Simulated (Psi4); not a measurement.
Complex: N2 (SMILES N#N) (first 2 atoms) with H2S (SMILES S); geometry from B3LYP-D3(BJ)/def2-TZVP, rigid monomers moved along the line of their centres of mass till N2···H4 is 4.98 Å.
(charge 0, multiplicity 1):
```xyz
5

N      0.40773    -0.85729    -0.59431
N      0.18694     0.07187    -0.06743
S     -0.70765     0.90803     5.80748
H     -0.75570     1.50881     4.60825
H      0.61812     1.09197     5.91244
```

These are SAPT0/jun-cc-pV(D+d)Z (Psi4 1.11) values and carry that method's errors.

### Question
Give the four SAPT terms and the total, and say what mostly holds the pair together.

### Answer
electrostatics -0.04, exchange 0.00, induction 0.00, dispersion -0.03, total -0.07 kcal/mol; the largest attraction is electrostatics.
